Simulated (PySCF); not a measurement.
# The second ionisation energy along the 4d series

Calculated with PySCF 2.14 from differences of total energies of unrestricted determinants, without spin-orbit coupling. Values in eV. The last column holds reference values (NIST; (s) semi-empirical, (t) theoretical, else measured). Unmarked ones compare directly (S terms, centres of terms, or small fine structure); those marked * lie between the lowest fine-structure levels and include a spin-orbit shift.

| element | configurations | UHF | CCSD (valence and next inner shell) | CCSD (valence) | CCSD(T) (valence) | LDA | PBE0 | reference |
| --- | --- | --- | --- | --- | --- | --- | --- | --- |
| Zr (aug-cc-pwCVDZ-PP with ECP28MDF, ECP) | [Kr] 4d2 5s1 → [Kr] 4d2 | 12.271 | 12.930 | 12.563 | 12.566 | 13.667 | 13.190 | 13.13 * |
| Nb (aug-cc-pwCVDZ-PP with ECP28MDF, ECP) | [Kr] 4d4 → [Kr] 4d3 | 13.050 | 13.829 | 13.657 | 13.668 | 14.730 | 14.324 | 14.32 (s) * |
| Mo (aug-cc-pwCVDZ-PP with ECP28MDF, ECP) | [Kr] 4d5 → [Kr] 4d4 | 15.094 | 15.830 | 15.785 | 15.801 | 16.650 | 16.277 | 16.16 ± 0.12 (s) * |
| Tc (aug-cc-pwCVDZ-PP with ECP28MDF, ECP) | [Kr] 4d5 5s1 → [Kr] 4d5 | 14.245 | 15.076 | 14.816 | 14.831 | 15.958 | 15.366 | 15.26 (s) |
| Ru (aug-cc-pwCVDZ-PP with ECP28MDF, ECP) | [Kr] 4d7 → [Kr] 4d6 | 14.891 | 16.078 | 16.136 | 16.204 | 17.169 | 16.698 | 16.76 ± 0.06 (s) * |
| Rh (aug-cc-pwCVDZ-PP with ECP28MDF, ECP) | [Kr] 4d8 → [Kr] 4d7 | 16.111 | 17.484 | 17.545 | 17.631 | 18.697 | 18.081 | 18.08 (s) * |
| Pd (aug-cc-pwCVDZ-PP with ECP28MDF, ECP) | [Kr] 4d9 → [Kr] 4d8 | 17.343 | 18.880 | 18.951 | 19.053 | 20.141 | 19.373 | 19.43 ± 0.12 (s) * |
| Ag (aug-cc-pwCVDZ-PP with ECP28MDF, ECP) | [Kr] 4d10 → [Kr] 4d9 | 19.709 | 21.181 | 21.346 | 21.449 | 22.193 | 21.533 | 21.484 * |
| Cd (aug-cc-pwCVDZ-PP with ECP28MDF, ECP) | [Kr] 4d10 5s1 → [Kr] 4d10 | 15.566 | 16.675 | 16.567 | 16.624 | 17.810 | 17.071 | 16.908 |

"Valence" correlates the outer s and p shells and, in groups 3 to 12 and the f block, the outer d or f shell, open or full, or the next shell where the ion has no valence electron left; the wider scheme adds the next inner shell.
